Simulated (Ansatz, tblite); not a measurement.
Cost and result up the ladder for AlCl2Br (AlBrCl2) (4 atoms). The state is a singlet with charge 0. Geometry: B3LYP-D4/def2-SVP.

Cartesian coordinates in Å:
```
Al 0.0237 -0.0228 0.0038
Cl 0.6687 -0.5655 1.9130
Cl 0.8867 -0.9284 -1.6669
Br -1.5791 1.5166 -0.2499
```

Ansatz on 4 threads of Arm Neoverse V2 on a shared host; xTB runs through tblite on one thread. Times are rough, summed over both states, and most runs start from the orbitals of an earlier one. PBE0-D4/def2-TZVP serves as the yardstick here, not as an exact answer. The other state is a doublet.

The xTB rows come from tblite.

Raw xTB energies of ions are shifted by several eV.

| level | functions | vertical IE (eV) | difference from PBE0-D4/def2-TZVP (eV) |
| --- | --- | --- | --- |
| PBE-D4/def2-TZVP | 159 | 10.52 | -0.53 |
| GFN1-xTB | 36 | 15.56 | 4.51 |
| r2SCAN-D4/def2-TZVP | 159 | 10.80 | -0.24 |
| PBE0-D4/def2-TZVP (with forces) | 159 | 11.05 | 0.00 |
| GFN2-xTB | 36 | 15.06 | 4.02 |

(1) Estimate how long each takes.

Results:

(1) GFN1-xTB 0.009 s; GFN2-xTB 0.009 s; PBE-D4/def2-TZVP 3.5 s; PBE0-D4/def2-TZVP (with forces) 8.6 s; r2SCAN-D4/def2-TZVP 9.9 s. On shared hardware such times vary by a factor of up to 3.
